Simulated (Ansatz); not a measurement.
`[SiH3][OH+][Ga-]([Cl])([Cl])[Cl]`. The species carries charge 0 and has multiplicity 1.

```xyz
10

Si   -0.428   -0.026    1.577
O     0.111   -0.673    0.096
Ga    0.491    0.354   -1.634
Cl   -0.948    1.933   -1.393
Cl   -0.006   -1.281   -2.941
Cl    2.548    0.894   -1.430
H    -0.086   -1.034    2.606
H    -1.888    0.189    1.518
H     0.334    1.225    1.731
H    -0.128   -1.580   -0.131
```

Question: List the harmonic frequencies (cm⁻¹, unscaled) at PBE0-D4/def2-TZVP in Ansatz. (An estimate is asked.)

Answer: Computed: 28, 64, 108, 109, 126, 140, 151, 174, 295, 353, 370, 434, 445, 700, 707, 785, 935, 947, 964, 1045, 2259, 2280, 2311, 3828.

Question: Is this a minimum?

Answer: Yes, all 24 modes are real.

Question: Give the ideal-gas thermochemistry at 298.15 K and 1 bar (rigid rotor, harmonic oscillator; point group C1, symmetry number 1).

Answer: Zero-point energy 117.0 kJ/mol; H(298) − E = 147.5 kJ/mol; entropy 447.8 J/(mol·K), of which translation 176.4, rotation 127.8, vibration 143.6; G(298) − E = 14.0 kJ/mol. Modes under 100 cm⁻¹ are hindered rotations or soft bends, so the harmonic entropy is rough.

Question: And at 400, 500, 600, 800 and 1000 K?

Answer: 
```
T (K)  H − E (kJ/mol)  S (J/mol/K)  G − E (kJ/mol)
  400           163.3        493.2           -34.0
  500           180.1        530.7           -85.2
  600           198.0        563.2          -139.9
  800           235.7        617.4          -258.2
 1000           275.5        661.8          -386.3
```

Question: Rotational constants (cm⁻¹)?

Answer: 0.03735, 0.02647, 0.02512.
